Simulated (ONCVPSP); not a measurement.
# Ge: excitation energies, all-electron against ONCV

ONCVPSP 4.0.1 input, shortened (lines: element, Z, core and valence counts, functional; n l f; lmax; l rc ep ncon nbas qcut; lloc lpopt rc5 dvloc0; l nproj debl; icmod fcfact rcfact), revPBE, scalar-relativistic:

```
  Ge 32.00    6    2  -102130      upf
    1    0    2.00
    2    0    2.00
    2    1    6.00
    3    0    2.00
    3    1    6.00
    3    2   10.00
    4    0    1.75
    4    1    2.25
    2
    0    1.50    0.00    4    7    4.60
    1    2.40    0.00    5    9    4.10
    2    2.30    0.20    3    8    4.40
    4    4    1.15    1.00
    0    2    2.10
    1    3    2.50
    2    1    0.90
    1    0.65    0.00
```

Energies are relative to the spin-unpolarised reference configuration 4s1.75 4p2.25; without spin polarisation the order of configurations can differ from experiment.

```tsv
valence configuration	charge	ΔE all-electron (eV)	error AE − PS (meV)
4s2 4p2	0	-1.962	-0.4
4s2 4p1	+1	5.428	-4.0
4s2 4p0	+2	20.781	-45
```

Question: What are ΔE and the potential's error for 4s1 4p3?

Answer: ΔE = 5.983 eV all-electron; the error (AE − PS) is -5.3 meV.

Levels in the configuration 4s2 4p2:

| level | all-electron (eV) | pseudo (eV) |
| --- | --- | --- |
| 4s | -11.668 | -11.662 |
| 4p | -3.851 | -3.850 |

Note: ghosts flagged at negative energy: s at -191.4 eV; no localised positive-energy state flagged. A true bound ghost makes a file unfit for plane-wave use.
